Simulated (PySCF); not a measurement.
Ligands exchanged one at a time, Ga F-SH. Isolated molecules, 0 K electronic values unless said otherwise. One relaxed conformer stands for each flexible species; it need not be the lowest. Strings in code marks are SMILES.

The four lowest singlet excitations (Tamm–Dancoff). Calculation: CAM-B3LYP-D3(BJ)/def2-TZVP (PySCF 2.14.0). Excitations are Tamm–Dancoff values on a coarser integration grid. The basis has no diffuse functions, so Rydberg states are missing or too high.

```
state  energy (eV)  wavelength (nm)  oscillator strength
-----  -----------  ---------------  -------------------
S1            5.48              226                0.000
S2            6.06              205                0.043
S3            6.20              200                0.015
S4            6.43              193                0.000
```

Task: Identify which member gives these states.
A) `[F][Ga]([F])[F]`
B) `[SH][Ga]([SH])[SH]`
C) `[F][Ga]([SH])[SH]` (S–Ga–S–H torsion -180°, S–Ga–S–H torsion -180°)
D) `[F][Ga]([F])[SH]` (F–Ga–S–H torsion 0°)

Result: C, `[F][Ga]([SH])[SH]` (S–Ga–S–H torsion -180°, S–Ga–S–H torsion -180°)
